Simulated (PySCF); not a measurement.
Work out the structure from these simulated measurements.

Elements present: C, H and Si. Monoisotopic mass: 128.0478 u.

* 1H NMR: chemical shifts (computed TMS as zero) by class: 6.03 (2 H), 4.63 (1 H), 4.06 (3 H), 1.85 (2 H), 1.54 (2 H), -0.07 (2 H) ppm [GIAO PBE/pcSseg-1]
* XPS: Si2p3/2 106.1, Si2p3/2 106.6, C1s 289.8, C1s 289.9 (×2), C1s 290.0 (×2), Si1s 1845.9, Si1s 1846.3 eV [ΔSCF SCAN, pcX-2 on the ionised atom, pcseg-1 elsewhere, spin-free X2C, 2p3/2 from a spin–orbit splitting computed afterwards within the 2p shell]
* Polarisability: 111.4 au [B3LYP/def2-SVPD]
* 13C NMR: chemical shifts (computed TMS as zero) by class: 138.9 (2 C), 20.9 (2 C), -8.3 (1 C) ppm [GIAO PBE/pcSseg-1]
* NMR, other nuclei: isotropic shieldings of nuclei other than C and H, by class: 335 (1 Si), 409 (1 Si) ppm [GIAO PBE/pcSseg-1]
* UV, first state: lowest singlet excitation: 6.27 eV (198 nm, f = 0.002) [TDDFT B3LYP/def2-SVPD]
* Valence photoelectron: vertical ionisation energy: 8.99 eV [ΔSCF B3LYP/def2-SVPD]
* Triplet: lowest triplet excitation (Tamm–Dancoff): 4.33 eV [TDA B3LYP/def2-SVPD]
* UV, strongest line: among the 10 lowest singlet transitions: S4 at 6.86 eV (181 nm, f = 0.089) [TDDFT B3LYP/def2-SVPD]
* Rotational structure: rotational constants A, B, C: 4.058, 0.933, 0.828 GHz [PBE0-D3(BJ)/def2-SVP]

The electronic properties come from PySCF, for the isolated species, density fitting. Levels stand in brackets. Geometry: PBE0-D3(BJ)/def2-SVP, one conformer, isolated molecule. Each NMR value is the plain mean over a class of atoms that symmetry, rotation or inversion makes alike.

Question: Which formula fits the mass and the elements?

Answer: C5H12Si2 (calculated 128.0478). No other formula that holds each of these elements comes within 0.0003 u with a fitting electron parity and a possible valence count.

Question: Propose a structure and show how it fits.

Answer: Numbering: `[SiH3:1][CH2:2][SiH:3]1[CH2:4][CH:5]=[CH:6][CH2:7]1`. Its formula, C5H12Si2, gives 2 degrees of unsaturation: 1 ring and 1 π bond in the structure found. 5 carbons fall into 3 classes; from least to most shielded: alkene CH carbon [C5/C6] (138.9 ppm, 2 C), ring sp3 carbon bound to silicon [C4/C7] (20.9 ppm, 2 C, up to 2.3 ppm apart in this geometry), chain sp3 carbon bound to silicon [C2] (-8.3 ppm). Hydrogen classes from least to most shielded: 2 H on 2 alkene CH carbons, C5/C6 (6.03 ppm), 1 H on an SiH silicon, Si3 (4.63 ppm), 3 H on an SiH3 silicon, Si1 (4.06 ppm), 2 H on 2 like atoms (sp3 carbon bound to silicon), C4/C7 (1.85 ppm), 2 H on 2 like atoms (sp3 carbon bound to silicon), C4/C7 (1.54 ppm), 2 H on an sp3 carbon bound to silicon, C2 (-0.07 ppm). The other shieldings belong to: 335 ppm, SiH silicon [Si3]; 409 ppm, SiH3 silicon [Si1]. The core levels belong to: Si2p3/2 106.1 eV, SiH silicon [Si3]; Si2p3/2 106.6 eV, SiH3 silicon [Si1]; C1s 289.8 eV, sp3 carbon bound to silicon [C2]; C1s 289.9 eV, sp3 carbon bound to silicon [C4/C7]; C1s 290.0 eV, alkene CH carbon [C5/C6]; Si1s 1845.9 eV, SiH silicon [Si3]; Si1s 1846.3 eV, SiH3 silicon [Si1]. One atom of each topological class was ionised and stands for its class. The first electron is taken from the HOMO, whose largest Löwdin shares are 0.33 on each of 2 atoms of one kind (alkene CH carbon) and 0.08 on each of 2 atoms of one kind (sp3 carbon bound to silicon). The optimised geometry has point group C1 and is an asymmetric top. Structure: `[SiH3]C[SiH]1CC=CC1`. Computed isomers that give other values at the same levels: `C=CC[SiH2]/C=C\[SiH3]` (lowest singlet excitation: 4.84 eV (256 nm, f = 0.007)). The assignments are read from this structure; whether some other isomer fits the data as well wasn't checked.
